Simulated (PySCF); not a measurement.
**Sm(II) with different ligands**

Computed with PySCF 2.14.0, PBE0, def2-SVP on the ligands, density fitting, scalar-relativistic core potentials, no spin-orbit coupling, vacuum. The metal has lcecp-0-SVP with ECP52. Each complex is relaxed within the symmetry of a template of the same shape. Distances are means of the shortest metal–ligand contacts, charges and spins Mulliken's. lcecp potentials hold a fixed number of 4f electrons in the core, out of states, spins and gaps.

```csv
complex,point group,M–first ligand (Å),charge on M (e),"strongest infrared band, degenerate modes summed (cm⁻¹)",unstable modes (below −25 cm⁻¹)
[SmO(OH)]−,Cs,2.035,0.16,–,0
[SmOF]−,Cs,2.036,0.25,589,0
[SmOCl]−,Cs,2.008,0.20,621,0
```

What does the calculation give for [SmSF]−?

point group: Cs, M–first ligand (Å): 2.607, charge on M (e): 0.20, strongest infrared band, degenerate modes summed (cm⁻¹): 433, unstable modes (below −25 cm⁻¹): 0.
```xyz
3

Sm   -0.2185    0.0000   -0.2764
S     2.1522    0.0000    0.8088
F    -2.2012    0.0000    0.6804
```

One start shape was tried for each, so a minimum needn't be the lowest isomer.
